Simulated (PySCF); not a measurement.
**A parent and its derivatives**

Computed with TDDFT wB97X-D/def2-SVPD, vertical, gas phase, core orbitals frozen in the response in PySCF. Geometries: PBE0-D3(BJ)/def2-SVP; one conformer of each isolated species. Triplets are in the Tamm–Dancoff approximation. Atoms past krypton carry core potentials; spin–orbit coupling is left out.

Parent: `[H][Si]([H])(C)Cl` (SiH2MeCl), with lowest singlet excitation energy 7.72 eV, HOMO energy -10.67 eV, mean static polarisability 53.7 au, HOMO–LUMO gap 12.53 eV, S1–T1 gap 0.38 eV, lowest triplet energy 7.34 eV. Its spectrum: 7.72 eV (f 0.014); 7.77 eV (f 0.015); 8.48 eV (f 0.009); 8.54 eV (f 0.068); 8.96 eV (f 0.012).

Shifts from the parent:

```json
{"change": "one ligand: Cl to OiPr", "SMILES": "[H][Si]([H])(C)OC(C)C", "Δ S1 (eV)": "-0.17", "Δ HOMO (eV)": "+0.94", "Δ α (au)": "+27.4", "Δ gap (eV)": "-0.50", "Δ S1−T1 (eV)": "-0.13", "Δ T1 (eV)": "-0.04"}
{"change": "one ligand: Cl to I", "SMILES": "[H][Si]([H])(C)I", "Δ S1 (eV)": "-2.01", "Δ HOMO (eV)": "+1.38", "Δ α (au)": "+22.9", "Δ gap (eV)": "-2.20", "Δ S1−T1 (eV)": "+0.03", "Δ T1 (eV)": "-2.05"}
{"change": "one ligand: Cl to NHMe", "SMILES": "[H][Si]([H])(C)NC", "Δ S1 (eV)": "-1.50", "Δ HOMO (eV)": "+2.15", "Δ α (au)": "+8.4", "Δ gap (eV)": "-1.72", "Δ S1−T1 (eV)": "-0.19", "Δ T1 (eV)": "-1.31"}
{"change": "one ligand: Cl to tBu", "SMILES": "[H][Si]([H])(C)C(C)(C)C", "Δ S1 (eV)": "-0.06", "Δ HOMO (eV)": "+1.18", "Δ α (au)": "+36.3", "Δ gap (eV)": "-0.89", "Δ S1−T1 (eV)": "-0.23", "Δ T1 (eV)": "+0.17"}
{"change": "one ligand: Cl to F", "SMILES": "[H][Si]([H])(C)F", "Δ S1 (eV)": "+0.63", "Δ HOMO (eV)": "-0.55", "Δ α (au)": "-13.8", "Δ gap (eV)": "+0.84", "Δ S1−T1 (eV)": "+0.08", "Δ T1 (eV)": "+0.55"}
{"change": "one ligand: Cl to Ph", "SMILES": "[H][Si]([H])(C)c1ccccc1", "Δ S1 (eV)": "-2.35", "Δ HOMO (eV)": "+1.61", "Δ α (au)": "+54.2", "Δ gap (eV)": "-2.40", "Δ S1−T1 (eV)": "+0.86", "Δ T1 (eV)": "-3.21"}
{"change": "one ligand: Cl to SiMe3", "SMILES": "[H][Si]([H])(C)[Si](C)(C)C", "Δ S1 (eV)": "-0.91", "Δ HOMO (eV)": "+1.63", "Δ α (au)": "+53.2", "Δ gap (eV)": "-1.55", "Δ S1−T1 (eV)": "+0.30", "Δ T1 (eV)": "-1.20"}
{"change": "one ligand: Cl to NMe2", "SMILES": "[H][Si]([H])(C)N(C)C", "Δ S1 (eV)": "-1.77", "Δ HOMO (eV)": "+2.64", "Δ α (au)": "+20.3", "Δ gap (eV)": "-2.35", "Δ S1−T1 (eV)": "-0.29", "Δ T1 (eV)": "-1.48"}
```

Predict the same shifts for this change: one ligand: Cl to OEt (`[H][Si]([H])(C)OCC`).

Δ lowest singlet excitation energy -0.27 eV, Δ HOMO energy +0.88 eV, Δ mean static polarisability +15.8 au, Δ HOMO–LUMO gap -0.44 eV, Δ S1–T1 gap -0.15 eV, Δ lowest triplet energy -0.12 eV. Spectrum: 166 nm (f 0.005); 156 nm (f 0.017); 149 nm (f 0.061); 148 nm (f 0.030); 142 nm (f 0.081). S1 falls most with one ligand: Cl to Ph (-2.35 eV), and it rises most with one ligand: Cl to F (+0.63 eV). S1 is simply the lowest singlet of each species and needn't be the same kind of state throughout. Over these 9 changes the shifts of S1 and of the HOMO–LUMO gap correlate with r = 0.95.

Lowest levels of each derivative:
- `[H][Si]([H])(C)OC(C)C`: 7.55 eV (f 0.003); 7.96 eV (f 0.026); 8.26 eV (f 0.070)
- `[H][Si]([H])(C)I`: 5.71 eV (f 0.011); 5.75 eV (f 0.011); 7.08 eV (f 0.058)
- `[H][Si]([H])(C)NC`: 6.22 eV (f 0.002); 6.79 eV (f 0.007); 7.43 eV (f 0.046)
- `[H][Si]([H])(C)C(C)(C)C`: 7.67 eV (f 0.021); 8.04 eV (f 0.003); 8.61 eV (f 0.266)
- `[H][Si]([H])(C)F`: 8.35 eV (f 0.008); 8.38 eV (f 0.011); 9.02 eV (f 0.096)
- `[H][Si]([H])(C)c1ccccc1`: 5.37 eV (f 0.001); 6.02 eV (f 0.068); 6.81 eV (f 0.019)
- `[H][Si]([H])(C)[Si](C)(C)C`: 6.82 eV (f 0.052); 7.22 eV (f 0.064); 7.38 eV (f 0.012)
- `[H][Si]([H])(C)N(C)C`: 5.95 eV (f 0.009); 6.75 eV (f 0.026); 6.92 eV (f 0.064)
- `[H][Si]([H])(C)OCC`: 7.45 eV (f 0.005); 7.95 eV (f 0.017); 8.31 eV (f 0.061)
